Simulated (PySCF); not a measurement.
# Bond curve of SrLi⁺

Set-up: basis Sr def2-SVP with ECP28, Li def2-SVP; scalar-relativistic core potentials; PySCF 2.14. Energies in eV from Sr + Li⁺ in their ground configurations at the same level. All curves are PBE0. state 1: ¹Σ⁺ (singlet), closed shell; state 2: ³Σ⁺ (triplet), unpaired electrons σ ↑↑, a second solution, started from another occupation; state 3: ³Π (triplet), unpaired electrons σ ↑, π ↑, a second solution, started from another occupation.

| R (Å) | state 1 | state 2 | state 3 |
| --- | --- | --- | --- |
| 2.951 | -1.203 | 0.1449 | 0.1731 |
| 3.089 | -1.316 | -0.0379 | 0.1328 |
| 3.226 | -1.381 | -0.1755 | 0.1241 |
| 3.329 | -1.404 | -0.2545 | 0.1337 |
| 3.432 | -1.411 | -0.3163 | 0.1539 |
| 3.535 | -1.404 | -0.3636 | 0.1827 |
| 3.672 | -1.379 | -0.4082 | 0.2307 |
| 3.844 | -1.330 | -0.4406 | 0.3015 |
| 4.050 | -1.254 | -0.4542 | 0.3953 |
| 4.324 | -1.138 | -0.4436 | 0.5248 |

Q: Put a parabola through the three lowest points of the state 1 curve and estimate Re, k and ωe (reduced mass 6.497 u; 1 eV/Å² = 0.16022 mdyn/Å; ωe = 1302.8·√(k/μ) cm⁻¹).

A: Through R = 3.329, 3.432, 3.535 Å the second-order coefficient is 0.660 eV/Å², so Re ≈ 3.432 Å, k ≈ 0.211 mdyn/Å and ωe ≈ 235 cm⁻¹. A polynomial fit of higher order to the unrounded PBE0 energies gives Re = 3.429 Å, k = 0.203 mdyn/Å, ωe = 230 cm⁻¹; anharmonicity and rounding make the difference.

The higher-order fit for each curve: state 1: Re = 3.429 Å, ωe = 230 cm⁻¹, De = 1.41 eV; state 2: Re = 4.081 Å, ωe = 133 cm⁻¹, minimum 0.454 eV below the ground-state fragments; state 3: Re = 3.201 Å, ωe = 236 cm⁻¹, minimum 0.124 eV above the ground-state fragments.

Closed-shell solutions of metal pairs were not tested for spin polarisation, which can lower them a little. For an ion De counts to the pair picked by the measured ionisation energies or electron affinities, which need not be the lowest pair at this level.
